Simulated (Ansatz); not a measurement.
`[GeH3]/[CH]=C1\CS1` + H₂ → `C=C1CS1` + GeH₄ at 298.15 K and 1 bar (hydrogenolysis of a C–Ge bond).

Isolated molecules relaxed with PBE0-D4/def2-TZVP in Ansatz; ΔE leaves out vibrations. CCSD(T)/CBS adds triple-zeta CCSD(T) − MP2 to the extrapolated MP2 energy (def2 sets, frozen cores). This one scheme is used for every species. For Ge outer-core shells are correlated without core-valence functions, which leaves a few kJ/mol of doubt a bond. Scalar relativity is left out up to krypton.

```json
{"species": "`[GeH3]/[CH]=C1\\CS1`", "CCSD(T)/CBS energy (Eh)": "-2591.58915", "H − E (kJ/mol)": "212.4", "S (J/(mol·K))": "351.5"}
{"species": "H₂", "CCSD(T)/CBS energy (Eh)": "-1.17544", "H − E (kJ/mol)": "35.1", "S (J/(mol·K))": "130.4"}
{"species": "`C=C1CS1`", "CCSD(T)/CBS energy (Eh)": "-514.27785", "H − E (kJ/mol)": "169.6", "S (J/(mol·K))": "281.5"}
{"species": "GeH₄", "CCSD(T)/CBS energy (Eh)": "-2078.49493", "H − E (kJ/mol)": "88.5", "S (J/(mol·K))": "217.3"}
```

H − E and S are ideal-gas, rigid-rotor, harmonic terms from PBE0-D4/def2-TZVP. The MP2-based limit puts H₂ 0.8 mEh under its directly extrapolated value; such offsets cancel only in part. 1 Eh = 2625.50 kJ/mol, R = 8.31446 J/(mol·K).

Q: By hand: ΔE, ΔH, ΔS and ΔG.

A: ΔE = (-514.27785) + (-2078.49493) − (-2591.58915) − (-1.17544) = -0.00819 Eh = -21.5 kJ/mol. Δ(H − E) = 169.6 + 88.5 − 212.4 − 35.1 = 10.6, so ΔH = -10.9 kJ/mol. ΔS = 281.5 + 217.3 − 351.5 − 130.4 = 16.9 J/(mol·K). ΔG = -10.9 − 298.15 × (16.9)/1000 = -15.9 kJ/mol.

Q: By hand: the equilibrium constant, and the temperature at which ΔG would vanish if ΔH and ΔS stayed fixed.

A: log₁₀ K = −ΔG/(RT ln 10) = 2.8. ΔH and −TΔS have one sign here, so there is no such temperature.

TΔS isn't small against ΔH here. A doubt of 5 kJ/mol in ΔE shifts log₁₀ K by 0.9 here. These are equilibria of isolated gas molecules and say nothing of rates. Largest T1 diagnostic: 0.013 (customary marks: 0.02 for closed shells, 0.045 for open ones).
